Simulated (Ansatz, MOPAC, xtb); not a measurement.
Two conformers of CH4O2Si (SMILES CO[Si]O), B3LYP-D3(BJ)/def2-TZVP minima.
Conformer 1 (charge 0, multiplicity 1):
```xyz
8

C     -1.194    -0.004     0.041
O     -0.247     1.041    -0.173
Si     1.390     1.061    -0.169
O      1.731    -0.540     0.168
H     -0.699    -0.954     0.241
H     -1.818    -0.097    -0.849
H     -1.827     0.264     0.888
H      2.664    -0.770     0.219
```
Conformer 2 (charge 0, multiplicity 1):
```xyz
8

C     -1.3959    -0.3418     0.1009
O      0.0211    -0.3870     0.0267
Si     1.0034     0.9308    -0.0923
O      2.4548     0.1286    -0.1293
H     -1.7200    -0.8074     1.0326
H     -1.7785     0.6838     0.0675
H     -1.8156    -0.9007    -0.7367
H      3.2307     0.6937    -0.2000
```

No zero-point or thermal terms.

The state that AM1 reach isn't checked.

Codes used: Ansatz (Gaussian basis) for Hartree–Fock, density functionals and correlated methods; MOPAC for AM1 (differences of heats of formation); xtb for the GFN methods. 

Task: One of these levels gives 18.4 kJ/mol for the electronic energy of conformer 2 less that of conformer 1. Name it.
(A) GFN-FF
(B) PBE/def2-TZVPP
(C) GFN2-xTB
(D) AM1

Result: D, AM1. The others give 10.7 (GFN-FF), 13.2 (GFN2-xTB), 7.2 (PBE/def2-TZVPP)

Ansatz is a first-principles code.
